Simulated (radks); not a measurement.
Results of a calculation; reference values are marked as such.
All-electron atom: S4+ in [Ne] 3s2 (the NIST ground configuration).

Code: a radial shooting solver on a logarithmic mesh with Libxc functionals. Model: non-relativistic Kohn-Sham, TPSS, spin-unpolarised, spherical densities, point nucleus; meta-GGA in the generalised Kohn-Sham scheme.

Energy parts (eV):
| part | energy |
|---|---|
| total | -10717.931 |
| kinetic | 10706.659 |
| electron-nucleus | -24785.844 |
| Hartree | 4014.944 |
| exchange-correlation | -653.690 |

Orbitals (lengths in bohr, moments of r in powers of bohr; <r^-3> diverges for s and p1/2):
orbital,occ.,eigenvalue (eV),<r^-3>
1s,2,-2467.922,-
2s,2,-271.6194,-
2p,6,-216.7921,81.08
3s,2,-65.8281,-
3p,0,-53.3228,9.540
4s,0,-27.1036,-

The highest occupied level is 3s at -65.828 eV. The density falls to 0.001 e/bohr^3 at r = 2.80 bohr. The electron density at the nucleus is 2681 e/bohr^3. Summed over all electrons, <r^2> = 6.956 bohr^2, which gives a Langevin (diamagnetic) susceptibility term of -5.51 x 10^-6 cm^3/mol. For comparison, the ionisation energy in NIST's Atomic Spectra Database is 72.595 eV (measured). In exact Kohn-Sham theory the highest level is minus the ionisation energy, but local and semilocal functionals leave it too shallow, through self-interaction and a potential that decays too fast; potentials with the right tail come closer.
